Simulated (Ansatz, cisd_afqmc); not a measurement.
System: Tl, charge 0, doublet.

Total energies in def2-TZVPPD, 3 correlated electrons, 9 frozen orbitals. UHF or UKS for unpaired electrons; spin-orbit terms are left out. Cores are frozen in correlated methods (noble-gas shells, and filled d and f shells in the p block). Past Kr the def2 sets carry scalar-relativistic core potentials. AFQMC is phaseless with a CISD trial state; ± is one standard error, without the phaseless bias. Outlying blocks are dropped, and bars are widened where a walk drifts. Over all cases where full CI ran beside it in this data, AFQMC minus full CI had a median of +0.1 mEh and passed +0.4 mEh in a tenth of the cases. Spin-orbit terms, left out, reach several kcal/mol for Br and I, and more for heavier atoms.

```
method         program         energy (Eh)  minus CCSDT (mEh)
----------  ----------  ------------------  -----------------
HF              Ansatz          -171.51504              35.91
MP2             Ansatz          -171.54131               9.64
CCSD            Ansatz          -171.55031               0.64
CCSD(T)         Ansatz          -171.55080               0.15
CCSDT           Ansatz          -171.55095               0.00
AFQMC/CISD  cisd_afqmc  -171.5509 ± 0.0001          0.0 ± 0.1
```

Ansatz is a quantum-chemistry and plane-wave program.
